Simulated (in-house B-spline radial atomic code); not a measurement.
Orbital energies and mean radii along the 24-electron series, configuration [Ar] 3d6. The effective charge is n√(-2ε), a non-relativistic measure. Computed with a radial B-spline atomic code at the basis-set limit: Dirac-Hartree-Fock, average of the configuration, finite nuclei.

```tsv
ion	Z	energy of 2p3/2 (Eh)	mean radius of 2p3/2 (bohr)	energy of 3d5/2 (Eh)	mean radius of 3d5/2 (bohr)	energy of 3d3/2 (Eh)	mean radius of 3d3/2 (bohr)	energy of 3s1/2 (Eh)	mean radius of 3s1/2 (bohr)	effective charge of 2p3/2
Fe2+	26	-28.051	0.23585	-1.266	1.0618	-1.272	1.0571	-4.9342	0.81157	14.98
Co3+	27	-31.533	0.22543	-2.0487	0.93042	-2.0569	0.92666	-6.0422	0.76782	15.883
Ni4+	28	?	?	?	?	?	?	?	?	?
Cu5+	29	-39.334	0.20708	-4.0083	0.76072	-4.0226	0.75773	-8.6826	0.69042	17.739
Zn6+	30	-43.636	0.19896	-5.1732	0.70068	-5.1915	0.69787	-10.199	0.65657	18.684
Ga7+	31	?	?	?	?	?	?	?	?	?
Ge8+	32	?	?	?	?	?	?	?	?	?
As9+	33	-58.108	0.17794	-9.3767	0.57136	-9.4117	0.5688	-15.491	0.57119	21.561
Se10+	34	-63.449	0.17186	-11.01	0.53916	-11.052	0.53664	-17.5	0.5472	22.53
Br11+	35	-69.045	0.16618	-12.757	0.51069	-12.808	0.50818	-19.629	0.52505	23.502
Kr12+	36	-74.898	0.16084	-14.619	0.48527	-14.679	0.48277	-21.88	0.50455	24.478
Rb13+	37	-81.006	0.15584	-16.593	0.46242	-16.665	0.45992	-24.252	0.48552	25.457
Sr14+	38	-87.369	0.15112	-18.681	0.44175	-18.765	0.43924	-26.745	0.46781	26.438
Zr16+	40	-100.86	0.14248	-23.196	0.40574	-23.308	0.4032	-32.097	0.43584	28.406
Nb17+	41	-107.99	0.13851	-25.621	0.38994	-25.751	0.38738	-34.956	0.42137	29.392
Mo18+	42	-115.37	0.13475	-28.159	0.37538	-28.308	0.37279	-37.938	0.40778	30.38
Tc19+	43	-123	0.13119	-30.809	0.3619	-30.979	0.35928	-41.044	0.395	31.369
```

Fill in the row of Ni4+.

energy of 2p3/2 (Eh): -35.297; mean radius of 2p3/2 (bohr): 0.21587; energy of 3d5/2 (Eh): -2.9653; mean radius of 3d5/2 (bohr): 0.8349; energy of 3d3/2 (Eh): -2.9763; mean radius of 3d3/2 (bohr): 0.83162; energy of 3s1/2 (Eh): -7.2953; mean radius of 3s1/2 (bohr): 0.72743; effective charge of 2p3/2: 16.804.

Fill in the row of Ga7+.

energy of 2p3/2 (Eh): -48.2; mean radius of 2p3/2 (bohr): 0.19143; energy of 3d5/2 (Eh): -6.4573; mean radius of 3d5/2 (bohr): 0.65067; energy of 3d3/2 (Eh): -6.4804; mean radius of 3d3/2 (bohr): 0.64798; energy of 3s1/2 (Eh): -11.84; mean radius of 3s1/2 (bohr): 0.62561; effective charge of 2p3/2: 19.637.

Fill in the row of Ge8+.

energy of 2p3/2 (Eh): -53.025; mean radius of 2p3/2 (bohr): 0.18445; energy of 3d5/2 (Eh): -7.8589; mean radius of 3d5/2 (bohr): 0.60813; energy of 3d3/2 (Eh): -7.8875; mean radius of 3d3/2 (bohr): 0.60552; energy of 3s1/2 (Eh): -13.604; mean radius of 3s1/2 (bohr): 0.59725; effective charge of 2p3/2: 20.596.

How does the screening of 2p3/2 change?

Z less the effective charge goes from 11.02 at Z = 26 to 11.63 at Z = 43.
